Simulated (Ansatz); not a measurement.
`Br[Si]1(I)C=N1` → Br• + C• + H• + I• + N• + Si•  (atomization)

Computed with Ansatz on PBE0-D4/def2-TZVP structures; ΔE is electronic, products minus reactants. CBS: MP2 limit from def2 TZ/QZ plus the TZ coupled-cluster correction, frozen cores. This one scheme is used for every species, atoms too. DFT in def2-TZVPP. No spin–orbit coupling; open shells (•) take unrestricted orbitals. Spin–orbit coupling would lower the free atoms: a little for C, Si; clearly for Br; strongly for I. def2 core potentials past Kr. For Br, I outer-core shells are correlated without core-valence functions, so the limit isn't a true one: a few kJ/mol of doubt a bond, and 10 to 20 or more in all where bonds break to atoms. Scalar relativity is left out up to krypton.

`Br[Si]1(I)C=N1`:

Z-matrix (Å, degrees):
```
Si
I 1 2.399
C 1 1.758 2 123.9
Br 1 2.189 2 111.7 3 165.4
N 1 1.765 2 119.3 3 -50.6
H 3 1.091 1 162.4 2 82.3
```

CCSD(T)/CBS gives +489.4 kcal/mol.

(1) Another level gave +488.5 kcal/mol. Which?
A. revPBE-D4/def2-TZVPP
B. B97M-V/def2-TZVPP
C. LC-ωPBE/def2-TZVPP
D. BHLYP-D4/def2-TZVPP

Largest T1 diagnostic among the species: 0.012.

Answers

(1) B. B97M-V 488.5, BHLYP-D4 459.1, revPBE-D4 493.8, LC-ωPBE 481.4 kcal/mol.

At CCSD(T), def2-SVP lies −52.7 kcal/mol from the extrapolated value and def2-TZVPP −23.9 kcal/mol: correlation converges slowly with the basis, and small sets miss more of it in the bonded molecule than in its fragments. In def2-TZVPP, CCSD(T) changes the Hartree–Fock value by +161.3 kcal/mol (the triples alone add +16.3 kcal/mol) and MP2 by +185.7 kcal/mol; breaking electron pairs costs correlation energy, which Hartree–Fock lacks. From PBE to PBE0 (25 % exact exchange), in def2-TZVPP and without D4, ΔE moves by −17.1 kcal/mol: exact exchange takes away binding that semilocal exchange gives to molecules.

For atomizations the MP2-based limit and the directly extrapolated one differ by several kJ/mol either way, and by 10 to 25 for some Ge, Se and Sn compounds, so smaller differences from it don't rank the levels.
